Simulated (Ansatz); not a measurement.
C3H9NSi can be A, `C/C(N)=C\[SiH3]`, or B, `C=C[SiH2]CN`.

Calculated with Ansatz (gas phase, PBE0-D4/def2-TZVP geometries, no zero-point term in ΔE). CCSD(T)/CBS adds triple-zeta CCSD(T) − MP2 to the extrapolated MP2 energy (def2 sets, frozen cores). DFT in def2-TZVPP. B3LYP here is the variant with VWN-RPA as its local correlation; programs differ in this. Each species was taken in one conformer, which may not be the lowest.

(1) Which is lower in electronic energy at CCSD(T)/CBS, and by how much? (Best estimate.)

(2) Give E(B) − E(A) in kcal/mol with CCSD/def2-TZVPP, BLYP-D4, CCSD(T)/def2-SVP, B3LYP-D4, CCSD(T)/def2-TZVPP, HF/def2-TZVPP, B2PLYP. (Estimate.)

(3) Does the order hold for the free energy at 298.15 K (harmonic terms from PBE0-D4)? (An estimate is asked.)

Largest T1 diagnostic: 0.012.

Results:

(1) Computed: A, by 9.0 kcal/mol.

(2) The calculation gave: CCSD/def2-TZVPP 8.9, BLYP-D4 10.5, CCSD(T)/def2-SVP 12.1, B3LYP-D4 10.8, CCSD(T)/def2-TZVPP 9.2, HF/def2-TZVPP 9.5, B2PLYP 10.3. None reverses the order clearly.

(3) Ansatz gave: Yes: G(B) − G(A) = +10.7 kcal/mol, for one conformer each. Modes under 60 cm⁻¹, often nearly free rotors, make the harmonic entropy too high.

From BLYP to BHLYP (50 % exact exchange), in def2-TZVPP and without D4, E(B) − E(A) moves by +0.9 kcal/mol. At CCSD(T), def2-SVP lies +3.1 kcal/mol from the extrapolated value and def2-TZVPP +0.2 kcal/mol.
